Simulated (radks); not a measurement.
Task: The table gives one normalised radial function P(r) = r R(r) of Ga21+ in [Ne] (r in bohr). All-electron calculation, scalar-relativistic Kohn-Sham, LDA (Slater exchange, VWN5 correlation), spin-polarised, spherical densities, finite nucleus; Fermi nuclear charge, rms radius 3.9973 fm. Program: a radial shooting solver on a logarithmic mesh with Libxc functionals.

r	P
0.001624	0.0029
0.002031	0.0043
0.002521	0.0064
0.003154	0.0097
0.003914	0.0145
0.004897	0.0220
0.006078	0.0327
0.007604	0.0493
0.009437	0.0729
0.01181	0.1089
0.01477	0.1613
0.01833	0.2333
0.02293	0.3380
0.02846	0.4758
0.03561	0.6650
0.0442	0.8969
0.05529	1.1865
0.06862	1.4989
0.08585	1.8245
0.1074	2.0973
0.1333	2.2454
0.1668	2.2165
0.207	1.9843
0.259	1.5614
0.3214	1.0683
0.4021	0.5952
0.499	0.2692
0.6243	0.0879
0.781	0.0197
0.9694	0.0030
1.213	0.0002
1.505	0.0000

Which n and l does it have? It may be an empty orbital.

Result: n = 2, l = 1: the number of nodes gives n - l - 1 = 0, the rise at small r (about r^(l+1)) gives l, and the extent must fit the shell. The curve is that of 2p. 2p: eigenvalue -1959.2 eV, 0 radial nodes, <r> = 0.187 bohr, 90 % of the charge inside 0.303 bohr.
